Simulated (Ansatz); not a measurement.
Level of theory: Ansatz (a program for electronic structure) with frozen-core CCSD(T)/cc-pVDZ // PBE0-D3(BJ)/def2-SVP.

Ansatz 0.2 input:
```yaml
crystal:
  periodic: [false, false, false]
  atoms:
    - { symbol: Ge, position_ang: [3.942023, -1.26617, -0.29285] }
    - { symbol: Ge, position_ang: [3.073489, 0.753432, 0.729226] }
    - { symbol: Ge, position_ang: [1.070585, 1.520108, -0.405375] }
    - { symbol: Ge, position_ang: [0.176342, 3.536808, 0.603978] }
    - { symbol: Ge, position_ang: [-1.93642, 4.186478, -0.396348] }
    - { symbol: Ge, position_ang: [-2.775113, 6.23993, 0.582894] }
    - { symbol: H, position_ang: [5.205967, -1.760908, 0.435556] }
    - { symbol: H, position_ang: [2.874271, -2.374599, -0.240897] }
    - { symbol: H, position_ang: [4.294135, -0.992895, -1.766829] }
    - { symbol: H, position_ang: [2.738107, 0.486384, 2.211109] }
    - { symbol: H, position_ang: [4.140996, 1.865936, 0.681403] }
    - { symbol: H, position_ang: [0.000843, 0.408995, -0.355012] }
    - { symbol: H, position_ang: [1.390896, 1.79257, -1.890016] }
    - { symbol: H, position_ang: [-0.033037, 3.300508, 2.114566] }
    - { symbol: H, position_ang: [1.199327, 4.681376, 0.447852] }
    - { symbol: H, position_ang: [-1.746716, 4.37036, -1.916158] }
    - { symbol: H, position_ang: [-2.956765, 3.049133, -0.183715] }
    - { symbol: H, position_ang: [-4.19006, 6.566805, 0.069106] }
    - { symbol: H, position_ang: [-2.82517, 6.102283, 2.115927] }
    - { symbol: H, position_ang: [-1.835563, 7.406544, 0.225666] }
basis:
  gaussian: { orbitals: cc-pVDZ }
correlation:
  method: ccsd_t
```

Output:

```
Functional definition: HF
2562 factors; integrals over basis functions are off by at most 1.0e-3 eV
mean field evaluation 1: about -339056.3763 eV, gradient 2.0e1 eV
mean field evaluation 2: about -339056.3931 eV, gradient 2.0e1 eV
mean field evaluation 4: about -339058.8153 eV, gradient 1.4e0 eV
mean field evaluation 8: about -339058.8256 eV, gradient 3.8e-4 eV
mean field -339058.82557222 eV, -12460.1820174527 hartree, gradient 1.2e-6 eV, S^2 0.000000; 0 other end points of the search recorded, 0 dependent functions left out
54 core orbitals not correlated
reference -339058.82557222 eV, -12460.1820174527 hartree; 49, 49 occupied and 129, 129 virtual orbitals, 2562 factors
second order -19.54916653 eV of doubles, -0.00000000 eV of singles
cycle   1  -21.69282762 eV  change    -2.1e0 eV  update   1.3e-1
cycle   2  -22.66063155 eV  change   -9.7e-1 eV  update   4.1e-2
cycle   3  -22.74438471 eV  change   -8.4e-2 eV  update   1.3e-2
cycle   4  -22.73997932 eV  change    4.4e-3 eV  update   3.9e-3
cycle   5  -22.73827613 eV  change    1.7e-3 eV  update   1.1e-3
cycle   6  -22.73734341 eV  change    9.3e-4 eV  update   3.3e-4
cycle   7  -22.73726456 eV  change    7.9e-5 eV  update   8.3e-5
perturbative correction -0.75089977 eV, -0.0275950576 hartree
Total energy: -339082.31373655 eV, -12461.0451915710 hartree
```

Cost: very roughly 10 core-minutes.
